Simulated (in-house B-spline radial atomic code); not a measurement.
# Ionising V²⁺ with different functionals

Computed with an all-electron radial atomic-structure program (B-spline basis): four-component Dirac-Coulomb Hamiltonian, Fermi nucleus of rms radius 3.6002 fm, spin-restricted, spherical fractional occupations for the functionals. The ionisation energy is the difference of two self-consistent energies, [Ar] 3d3 → [Ar] 3d2, without Breit or QED terms; ε is the level of the shell that loses the electron (mean over j). The electron is taken from both j subshells in proportion to 2j + 1, so the result is a j average, not the step between ground levels.

Hybrids are left out here: with spherical fractional occupations of an open shell their exact exchange keeps a self-interaction that integer-occupation calculations don't have.

| method | rung | ΔSCF (eV) | -ε(3d) (eV) |
| --- | --- | --- | --- |
| LDA VWN5 | LDA | ? | ? |
| relativistic LDA | LDA | 29.18 | 21.60 |
| LDA PW92 | LDA | 29.16 | 21.59 |
| LDA exchange-only | LDA | 27.60 | 20.13 |
| PBE | GGA | ? | ? |
| PBEsol | GGA | 28.85 | 21.27 |
| BLYP | GGA | 28.89 | 21.33 |
| RPBE | GGA | 28.83 | 21.24 |
| PW91 | GGA | 29.00 | 21.40 |
| BP86 | GGA | 28.94 | 21.37 |
| AM05 | GGA | 28.85 | 21.26 |
| OLYP | GGA | 28.96 | 21.31 |

(1) What does LDA VWN5 give?

(2) What does PBE give?

(3) How do they compare with the NIST value?

## Answers

(1) ΔSCF 29.17 eV, and -ε(3d) = 21.59 eV.

(2) ΔSCF 28.90 eV, and -ε(3d) = 21.32 eV.

(3) NIST lists 29.311 eV ± 0.0025 (measured, ground level to ground level). Errors run from -1.71 to -0.13 eV; relativistic LDA is closest (-0.13 eV), but part of that can be cancellation, since the calculations leave out Breit-QED terms, spin polarisation, the choice among j levels, multiplet and fine-structure energies.
